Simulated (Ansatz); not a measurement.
## GaHCl (SMILES [Cl][GaH]): methods side by side

GaHCl: 3 atoms, total charge 0, spin state doublet. As SMILES, `[Cl][GaH]`. The coordinates come from a PBE0-D4/def2-TZVP relaxation.

```xyz
3

Cl    1.5307   -0.1913    0.8057
Ga   -0.3311   -0.5835   -0.2328
H    -1.2105    0.7100   -0.5863
```

Quantity: the energy change with the Ga2–H3 bond stretched from 1.604 to 3.207 Å, in eV. The values are calculated.

```json
{"level": "UHF/STO-3G", "kind": "Hartree–Fock", "program": "Ansatz", "value (eV)": "2.46", "CPU time (all runs)": "3.8 s"}
{"level": "U-revPBE/STO-3G", "kind": "GGA", "program": "Ansatz", "value (eV)": "3.56", "CPU time (all runs)": "61 s"}
{"level": "UBHLYP/STO-3G", "kind": "global hybrid", "program": "Ansatz", "value (eV)": "3.39", "CPU time (all runs)": "47 s"}
{"level": "UHSE06/STO-3G", "kind": "range-separated hybrid", "program": "Ansatz", "value (eV)": "3.55", "CPU time (all runs)": "68 s"}
{"level": "UMP2/STO-3G", "kind": "perturbation theory", "program": "Ansatz", "value (eV)": "2.58", "CPU time (all runs)": "6.6 s"}
{"level": "UCCSD(T)/STO-3G", "kind": "coupled cluster or CI", "program": "Ansatz", "value (eV)": "2.75", "CPU time (all runs)": "8.9 s"}
{"level": "UCCSD/STO-3G", "kind": "coupled cluster or CI", "program": "Ansatz", "value (eV)": "2.76", "CPU time (all runs)": "8.7 s"}
```

All-electron rows without a relativistic Hamiltonian named are non-relativistic. The first shape isn't each level's own minimum. The values span 2.46 to 3.56 eV. Spin contamination of the reference (⟨S²⟩ at least 0.1 too high) touches UHF/STO-3G, U-revPBE/STO-3G, UBHLYP/STO-3G, UHSE06/STO-3G, UMP2/STO-3G, UCCSD(T)/STO-3G, UCCSD/STO-3G. The coupled-cluster rows rest on a doubtful reference here (large T1 or Brueckner and Hartree–Fock orbitals at odds), and rows may lie in different states. All rows use very small basis sets, so none should be taken for the real molecule's value. In the correlated wave-function rows the outer d shell of Ga is correlated, in sets not made for it. CPU times are rough (shared hosts, several kinds of processor and program).
